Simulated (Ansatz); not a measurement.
Cu₃O₂, relaxed as a doublet with UKS B3LYP-D4/def2-SVP in Ansatz, starting from the GFN2-xTB geometry. Force threshold 0.02 eV/Å.

Another isomer (doublet) lies 0.13 eV lower at PBE0-D4/def2-TZVP; other spin states weren't run for this one.

Start:

```xyz
5

Cu   -0.343    0.986    0.900
Cu    1.108   -0.827   -0.282
Cu   -1.315   -0.215   -1.002
O    -0.625   -0.899    0.495
O     1.174    0.954   -0.111
```

Problem. Estimate the energy that the relaxation releases and the steps that it takes.

Solution. 33.2 kJ/mol, in 6 steps; 11 s on 4 threads of AMD EPYC 9R45 on a shared host. No frequencies were taken in this run, so the end may be a saddle point.

Problem. Does the start keep its bonding?

Solution. By distances, no bond broke or formed. The bond that changes most is Cu2–O4, from 1.90 to 1.96 Å (atoms count from 1).

Problem. Predict the relaxed structure.

Solution. 
```
atom   x (Å)   y (Å)   z (Å)
 Cu1  -0.205   0.948   0.863
 Cu2   1.057  -0.698  -0.286
 Cu3  -1.540  -0.432  -1.068
  O4  -0.740  -0.901   0.475
  O5   1.428   1.084   0.016
```
Bond lengths (bridged metal pairs left out): 5 × Cu–O 1.80 to 1.96 Å.
